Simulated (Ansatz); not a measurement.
`C[SiH2]C(Cl)Cl` + `CN[SiH2]O` → `CN[SiH2]OC` + `[SiH3]C(Cl)Cl`  (substitution at a C–Si bond)

Gas-phase electronic energies from Ansatz, PBE0-D4/def2-TZVP geometries. CCSD(T)/CBS adds triple-zeta CCSD(T) − MP2 to the extrapolated MP2 energy (def2 sets, frozen cores). Functionals use def2-TZVPP. B3LYP here is the variant with VWN-RPA as its local correlation; programs differ in this. Each species was taken in one conformer, which may not be the lowest.

```
             level  ΔE (kJ/mol)  difference from CCSD(T)/CBS
            PBE-D4        101.5                         -3.0
         r2SCAN-D4        104.6                          0.1
           PBE0-D4        103.2                         -1.3
          B3LYP-D4         96.6                         -7.9
           ωB97X-V         97.6                         -6.9
           ωB97M-V        103.3                         -1.2
            B2PLYP         99.2                         -5.3
               PBE        100.4                         -4.1
            r2SCAN        104.4                         -0.1
              PBE0        102.3                         -2.2
             B3LYP         94.8                         -9.7
     HF/def2-TZVPP         87.1                        -17.4
    MP2/def2-TZVPP        108.8                          4.3
SCS-MP2/def2-TZVPP        100.2                         -4.3
   CCSD/def2-TZVPP         99.9                         -4.6
CCSD(T)/def2-TZVPP        101.1                         -3.4
     HF/def2-QZVPP         86.5                        -18.0
    MP2/def2-QZVPP        110.6                          6.1
SCS-MP2/def2-QZVPP        102.2                         -2.3
      HF/CBS(def2)         86.5                        -18.0
     MP2/CBS(def2)        112.3                          7.8
    CCSD/CBS(def2)        103.3                         -1.2
       CCSD(T)/CBS        104.5                            0
```

Largest T1 diagnostic among the species: 0.011.

In def2-TZVPP, CCSD(T) changes the Hartree–Fock value by +14.0 kJ/mol (the triples alone add +1.2 kJ/mol) and MP2 by +21.8 kJ/mol.
